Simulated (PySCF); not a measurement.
Computed shifts of a molecule C4H10O, PBE/pcSseg-1 run with PySCF, GIAO, gas phase, atoms alike by connectivity averaged where their shifts nearly agree, in ppm (number of nuclei): ¹³C: 73.6 (1), 41.6 (1), 26.1 (1), 19.4 (1). ¹H: 4.20 (2), 1.84 (2), 1.44 (2), 1.37 (3), 0.43 (1). References: ¹³C against TMS (σ = 182.0 ppm); ¹⁷O against H2O (σ = 334.3 ppm); ¹H against TMS (σ = 31.49 ppm), references at their B3LYP-D3(BJ)/def2-TZVP geometries, non-relativistic. The structure is a stationary point at TPSSh-D3(BJ)/def2-SVP. The values are those of a single conformer.

Question: Identify the compound among the candidates.
A. CC(C)(C)O
B. CCCCO
C. CCCOC
D. CCOCC

Answer: B, CCCCO
